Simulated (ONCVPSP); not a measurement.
**Reading a pseudo-wave (C)**

Columns: radius, all-electron u(r) and pseudo u(r) of the 2p shell (level -5.29 eV) of carbon in the configuration [He] 2s2 2p2; PBE, non-relativistic, ONCV scheme, ONCVPSP 4.0.1.

```tsv
r (bohr)	all-electron	pseudo
0.130	0.0736	0.0225
0.260	0.2105	0.0869
0.390	0.3487	0.1847
0.520	0.4664	0.3033
0.650	0.5584	0.4282
0.780	0.6266	0.5455
0.910	0.6724	0.6439
1.040	0.6985	0.7157
1.170	0.7085	0.7580
1.300	0.7059	0.7720
1.430	0.6937	0.7621
1.560	0.6745	0.7347
1.690	0.6503	0.6965
1.820	0.6229	0.6538
1.950	0.5934	0.6112
2.080	0.5629	0.5712
2.210	0.5320	0.5350
2.340	0.5013	0.5020
2.470	0.4713	0.4713
2.600	0.4421	0.4421
2.730	0.4141	0.4141
2.860	0.3873	0.3873
2.990	0.3618	0.3618
3.120	0.3376	0.3376
3.250	0.3148	0.3148
3.380	0.2933	0.2933
```

Question: How many radial nodes do the two functions have?

Answer: The all-electron 2p function has n − l − 1 = 0; the pseudo-wave has 0.

Question: At about which radius was the pseudo-wave matched?

Answer: 2.60 bohr, where the columns begin to agree (steps of 0.13 bohr).

Question: Is the pseudo-wave norm-conserving?

Answer: Yes: the ONCV scheme keeps the norm inside the radius equal to the all-electron one, which fixes the energy derivative of the logarithmic derivative at the level.
